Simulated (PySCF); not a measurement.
These are B3LYP-D3(BJ)/def2-TZVP // B3LYP-D3(BJ)/def2-SVP (PySCF) values and carry that method's errors. Gas-phase values, no solvent. One relaxed conformer stands for a flexible species; it need not be the lowest. B3LYP has the VWN-RPA correlation part, as in Gaussian. Excitations are Tamm–Dancoff values on a coarser integration grid. The basis has no diffuse functions, so Rydberg states are missing or too high.

Reference species (SMILES): `C[C@@H](CC[SiH3])C(F)(F)F` (C–C–C–C torsion -64°, C–C–C–Si torsion -177°) (neutral, multiplicity 1).

```json
{
  "HOMO": "-8.60 eV",
  "S1–T1 gap (TDA)": "0.49 eV",
  "HOMO–LUMO gap": "8.81 eV"
}
```

Changed species: `FC(F)(CCCC[SiH3])F`.

Q: What does the change do to the HOMO, S1–T1 gap (TDA) and HOMO–LUMO gap?

A: the HOMO rises by 0.08 eV, to -8.52 eV; the S1–T1 gap (TDA) drops by 0.03 eV, to 0.46 eV; the HOMO–LUMO gap decreases by 0.06 eV, to 8.75 eV.
